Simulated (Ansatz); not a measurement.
H3SeSn, SMILES `[SeH][SnH2]` radical from Hartree–Fock to CCSD(T)

Z-matrix (Å, degrees):
```
Sn
Se 1 2.541
H 1 1.727 2 107.7
H 1 1.723 2 103.8 3 116.1
H 2 1.469 1 92.1 3 45.1
```

The species carries charge 0 and has multiplicity 2. Correlated methods include outer-core shells of Se, Sn, which these sets cover unevenly. Scalar relativity is left out up to krypton. Sn: def2 effective core potential. The geometry is a stationary point of PBE0-D4/def2-TZVP. Frozen core, unrestricted reference, Ansatz.

| basis | HF (Eh) | MP2 corr. |
| --- | --- | --- |
| def2-SVP | -2614.63030 | -0.33787 |
| def2-TZVPP | -2614.93896 | -0.58711 |
| def2-QZVPP | -2614.98831 | -1.10228 |

(1) Estimate the CCSD correlation energy and the (T) correction in each basis where they were run (hartree).

Answers

(1) 
```tsv
basis	CCSD corr.	(T)
def2-SVP	-0.36285	-0.00987
def2-TZVPP	-0.60167	-0.01937
```
